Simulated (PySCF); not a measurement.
SMILES C[Si](O)(O)C[CH2][GeH3] (GFN2-xTB optimised geometry):

```
19

Si    -2.513    -1.887    -2.950
C     -4.412    -1.843    -2.868
O     -1.926    -3.401    -2.893
O     -1.989    -1.291    -4.387
C     -1.738    -0.971    -1.474
C     -0.212    -1.000    -1.514
Ge     0.578    -0.018     0.000
H     -4.783    -2.413    -2.023
H     -4.848    -2.272    -3.766
H     -4.795    -0.832    -2.770
H     -1.836    -3.902    -3.699
H     -2.209    -0.403    -4.651
H     -2.079     0.068    -1.453
H     -2.077    -1.419    -0.539
H      0.130    -2.035    -1.496
H      0.145    -0.570    -2.451
H      0.149     1.419     0.000
H      0.139    -0.578     1.317
H      2.077    -0.018     0.000
```

Level of theory: PBE0/def2-SVP in PySCF.

Problem. What are the frontier orbital energies and the dipole moment?

Solution. HOMO-2 -8.98 eV, HOMO-1 -8.57 eV, HOMO -7.29 eV, LUMO 1.07 eV, LUMO+1 1.68 eV; dipole moment 2.26 D.

On the same geometry PBE/def2-SVP (PySCF) gives HOMO-2 -7.25 eV, HOMO-1 -7.03 eV, HOMO -5.99 eV, LUMO 0.20 eV, LUMO+1 0.83 eV; dipole moment 2.27 D.

Meta-Löwdin charges at PBE0/def2-SVP: Si1 1.26, C2 -0.59, O3 -0.72, O4 -0.72, C5 -0.44, C6 -0.35, Ge7 0.35, H8 0.12, H9 0.11, H10 0.11, H11 0.34, H12 0.33, H13 0.10, H14 0.11, H15 0.11, H16 0.10, H17 -0.08, H18 -0.07, H19 -0.07.
